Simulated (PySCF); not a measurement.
# Broadened absorption spectrum of C4H5BS2

Species: C₄H₅BS₂.
InChI=1S/C4H5BS2/c1-2-5-6-3-4-7-5/h1H,3-4H2

The calculation used PySCF 2.14.0, density-fitted response routines, TDDFT wB97X-D/def2-SVPD, vertical, gas phase, core orbitals frozen in the response. Geometry: PBE0-D3(BJ)/def2-SVP, one conformer, isolated molecule.

Each state is given a Gaussian of 0.3 eV full width at half maximum, with ε(max) = 2.175×10⁸ f / Δν̃ (Δν̃ the width in cm⁻¹). The width is an assumption, not a result. The curve ends short of the highest state used, and states not computed would add to its high-energy end.

E (eV), ε (L mol⁻¹ cm⁻¹) and a bar:
```
     4.43         18 
     4.46         40 
     4.49         85 
     4.53        208 
     4.56        384 #
     4.59        669 ##
     4.62       1103 ###
     4.66       1971 #####
     4.69       2857 #######
     4.72       3917 ##########
     4.76       5474 ##############
     4.79       6594 ################
     4.82       7516 ###################
     4.86       8210 ####################
     4.89       8224 ####################
     4.92       7794 ###################
     4.96       6661 ################
     4.99       5558 ##############
     5.02       4404 ###########
     5.06       3022 #######
     5.09       2233 ######
     5.12       1731 ####
     5.16       1573 ####
     5.19       1871 #####
     5.22       2542 ######
     5.26       4008 ##########
     5.29       5477 ##############
     5.32       7148 ##################
     5.36       9396 #######################
     5.39      10825 ###########################
     5.42      11801 #############################
     5.46      12149 ##############################
     5.49      11639 #############################
     5.52      10549 ##########################
     5.55       9046 ######################
     5.59       6761 #################
     5.62       5095 #############
     5.65       3634 #########
     5.69       2126 #####
     5.72       1334 ###
     5.75        794 ##
     5.79        367 #
     5.82        195 
     5.85        100 
     5.89         39 
     5.92         20 
     5.95         11 
     5.99          7 
     6.02          7 
     6.05          9 
     6.09         16 
     6.12         24 
     6.15         37 
     6.19         65 
     6.22         98 
     6.25        144
```

Question: Locate the maxima and give the states behind the curve.

Answer: 254 nm (4.88 eV), ε about 8300, made up of S1 (99%); 227 nm (5.45 eV), ε about 12000, made up of S3 (100%) (ε in L mol⁻¹ cm⁻¹; maxima over ε = 5, shares over 10%). At its high-energy end, 6.25 eV, the curve is still rising (ε about 140, from S5 and S6). The states used: S1 4.88 eV (f 0.091); S2 4.91 eV (f 0.0014); S3 5.45 eV (f 0.135); S4 5.80 eV (f 0.0001); S5 6.25 eV (f 0.0002); S6 6.48 eV (f 0.0059); S7 6.58 eV (f 0.0039); S8 6.73 eV (f 0.0002); S9 6.81 eV (f 0.072); S10 6.85 eV (f 0.011).

Question: Coming from long wavelengths, where does ε first pass 100 L mol⁻¹ cm⁻¹?

Answer: At about 276 nm (4.50 eV), 0.38 eV below S1.

Question: On this curve, what absorbance would a 10⁻⁴ mol/L sample give at 248 nm over a 1 cm path?

Answer: 248 nm is 4.999 eV, where ε is about 5200 L mol⁻¹ cm⁻¹, so A = ε c l ≈ 0.52 (Beer–Lambert, with the gas-phase spectrum and the assumed width).

Question: What would ε be at 5.45 eV, the highest of these maxima, with half the width (0.15 eV)?

Answer: About 24300 L mol⁻¹ cm⁻¹ against 12200, a factor of about 2.00; a lone state at its own centre would give exactly 2.

All these states lie below the vertical ionisation energy of 9.01 eV (ΔSCF).

On one thread of an x86-64 server, no GPU (shared host), this took 1.8 min.
